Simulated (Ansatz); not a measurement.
Cs2H3⁻, relaxed as a singlet with RKS PBE0-D4/def2-TZVPD in Ansatz, starting from the GFN1-xTB geometry. Force threshold 0.02 eV/Å.

In the def2 sets Cs takes a core potential; there is no spin–orbit coupling. The restricted singlet is unstable towards broken spin symmetry at other levels; at PBE0-D4/def2-TZVPD this wasn't settled. The highest occupied level of the charge -1 singlet lies above zero (up to 0.33 eV). The electron is either unbound and held by the finite basis, or the level is raised by self-interaction error. In the singlet, H3 and H4 lie 0.77 Å apart (atoms count from 1), so H2 has formed as a molecule. Another isomer (triplet) lies 0.20 eV lower at PBE0-D4/def2-TZVPD; other spin states weren't run for this one.

Start:

Cartesian coordinates in Å:
```
Cs 1.8042 -1.1276 0.4992
Cs -0.2127 1.1281 -1.8428
H -0.6626 0.5358 1.0285
H -0.0877 1.0604 1.1011
H -0.8411 -1.5967 -0.7860
```

| step | energy (eV) | largest force component (eV/Å) | SCF passes |
| --- | --- | --- | --- |
| 1 | -1144.2361 | 0.567 | 31 |
| 2 | -1144.4349 | 0.324 | 33 |
| 3 | -1144.5283 | 0.153 | 33 |
| 4 | -1144.5909 | 0.409 | 34 |
| 5 | -1144.6102 | 0.110 | 34 |
| 6 (rejected) | -1144.6050 | 0.581 | 33 |
| 7 | -1144.6187 | 0.108 | 33 |
| 8 | -1144.6197 | 0.045 | 33 |
| 9 | -1144.6199 | 0.003 | 34 |

Force components are those of the run's own axes.

End:

```xyz
5

Cs    1.9475   -1.5100    0.4702
Cs   -0.3628    1.0732   -2.2384
H    -0.5786    0.4216    0.8956
H    -0.4104    1.0328    1.3350
H    -0.5956   -1.0176   -0.4624
```

Bonds lost: Cs1–H4, Cs2–H4 (atoms count from 1).

No frequencies were taken in this run, so the end may be a saddle point.

It took 4.8 s on 4 threads of AMD EPYC 9R45 on a shared host.
